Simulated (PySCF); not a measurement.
**Rh: excitation energy**

Rh [Kr] 4d8 5s1 (4F) → Rh [Kr] 4d8 5p1 (high-spin determinant), as a difference of total energies. Computed with PySCF 2.14 in x2c-TZVPPall (8s6p6d2f1g, 79 functions), with scalar relativity by spin-free X2C-1e. Correlated levels: valence and next inner shell: [Ar] 3d10 frozen. The calculations carry no spin-orbit coupling.

| method | excitation energy (cm⁻¹) |
| --- | --- |
| UHF | 24616 |
| MP2 (valence and next inner shell) | 29671 |
| SCS-MP2 (valence and next inner shell) | 28626 |
| CCSD (valence and next inner shell) | 28450 |
| CCSD(T) (valence and next inner shell) | 28555 |

The basis was made for the ground configuration and has no added diffuse functions, so the excitation energy can come out too high.

The determinant of the upper state mixes LS terms, which raises its energy above the lowest term, most at the Hartree-Fock and MP2 levels.
